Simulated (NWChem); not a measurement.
Molecule: ZrH4; SMILES [ZrH4]

```xyz
5

Zr     0.0000     0.0000     0.0000
H      1.5056    -1.0486     0.1844
H     -1.4813    -1.0803    -0.1977
H      0.1788     1.0760    -1.4869
H     -0.2031     1.0530     1.5002
```
Atoms are numbered in this order, from 1.

Results from NWChem. The geometry was optimised at PBE0/def2-SVP. def2 effective core potentials on Zr; no spin-orbit coupling. Static field.

**Question.** Taking Hartree-Fock/def2-TZVPD as the yardstick, which of these has the fewest basis functions while keeping “isotropic polarisability (bohr³)” within 2 % of it: Hartree-Fock/def2-SVP; Hartree-Fock/def2-TZVP; Hartree-Fock/def2-SVPD?

**Answer.** Hartree-Fock/def2-SVPD.
```csv
level,basis functions,isotropic polarisability (bohr³)
Hartree-Fock/def2-SVP,51,43.6
Hartree-Fock/def2-TZVP,64,45.1
Hartree-Fock/def2-SVPD,66,48.6
Hartree-Fock/def2-TZVPD,76,49.1
```

The yardstick is one finite set, not the basis-set limit.
